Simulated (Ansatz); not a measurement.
Consider the substitution at a C–C bond: `COCCCl` + `[SiH3][TeH]` → `[SiH3][Te]CCl` + `COC`.

Gas-phase electronic energies from Ansatz, PBE0-D4/def2-TZVP geometries. CCSD(T)/CBS is the MP2 limit (def2-TZVPP, def2-QZVPP) plus CCSD(T) − MP2 in def2-TZVPP, frozen cores. Elements past krypton have def2 core potentials. For Te outer-core shells are correlated without core-valence functions, which leaves a few kJ/mol of doubt a bond. Each species was taken in one conformer, which may not be the lowest.

`COCCCl`:

Z-matrix (Å, degrees):
```
C
O 1 1.404
H 1 1.090 2 107.2
H 1 1.098 2 111.2 3 -118.9
H 1 1.097 2 112.6 3 119.1
C 2 1.403 1 114.1 3 176.1
C 6 1.517 2 111.4 1 82.4
H 6 1.092 2 107.1 1 -158.1
H 6 1.098 2 111.2 1 -40.4
Cl 7 1.780 6 109.9 2 178.7
H 7 1.089 6 112.1 2 -62.5
H 7 1.089 6 110.7 2 59.8
```

`[SiH3][TeH]`:

Z-matrix (Å, degrees):
```
Si
Te 1 2.494
H 1 1.484 2 111.4
H 1 1.484 2 111.4 3 122.4
H 1 1.484 2 104.9 3 -118.8
H 2 1.658 1 91.7 3 -60.9
```

`[SiH3][Te]CCl`:

Cartesian coordinates in Å:
```
Si -1.145 -0.039 1.315
Te 0.226 1.559 -0.014
C 1.080 0.001 -1.244
Cl 2.184 0.695 -2.434
H -1.885 0.786 2.302
H -2.101 -0.776 0.448
H -0.286 -1.026 2.019
H 0.285 -0.515 -1.775
H 1.641 -0.686 -0.617
```

`COC`:

Cartesian coordinates in Å:
```
C 1.004 -0.269 -0.519
O -0.214 -0.798 -0.078
C -1.029 0.175 0.509
H 0.854 0.514 -1.276
H 1.579 -1.082 -0.962
H 1.581 0.163 0.312
H -1.275 0.978 -0.200
H -1.952 -0.311 0.826
H -0.547 0.629 1.388
```

```tsv
species	SCS-MP2/def2-TZVPP energy (Eh)
`COCCCl`	-653.05764
`[SiH3][TeH]`	-558.84523
`[SiH3][Te]CCl`	-1057.16472
`COC`	-154.73152
```

Q: Work out ΔE.

A: ΔE = (-1057.16472) + (-154.73152) − (-653.05764) − (-558.84523) = 0.00663 Eh = +17.4 kJ/mol. CCSD(T)/CBS gives +17.2 kJ/mol.

Largest T1 diagnostic among the species: 0.011.

In def2-TZVPP, CCSD(T) changes the Hartree–Fock value by −10.8 kJ/mol (the triples alone add −2.6 kJ/mol) and MP2 by −17.9 kJ/mol. From PBE to PBE0 (25 % exact exchange), in def2-TZVPP and without D4, ΔE moves by +5.6 kJ/mol.
